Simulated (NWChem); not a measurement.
System: C₂HCl₂F; SMILES FC=C(Cl)Cl

Here is an NWChem input.

```
start job
memory heap 200 mb stack 900 mb global 1100 mb
geometry units angstroms noautoz
  F      0.881831     2.125801     0.000000
  C      1.124483     0.812526     0.000000
  C      0.137774    -0.085350     0.000000
  Cl    -1.530144     0.373117     0.000000
  Cl     0.492660    -1.786456     0.000000
  H      2.176177     0.550129     0.000000
end
basis spherical
  F library def2-svp
  C library def2-svp
  Cl library def2-svp
  H library def2-svp
end
dft
  xc revpbe cpbe96
  iterations 150
  mulliken
end
task dft energy
```

The geometry was optimised at B3LYP/6-31G* (spherical d).

Problem. Give the results of this calculation. (revPBE/def2-SVP.) Quantities: energy (Ha); highest occupied level (eV); orbital gap (eV); dipole (D).

Solution. 
* **energy (Ha)**: -1096.37
* **highest occupied level (eV)**: -5.95
* **orbital gap (eV)**: 4.87
* **dipole (D)**: 1.03
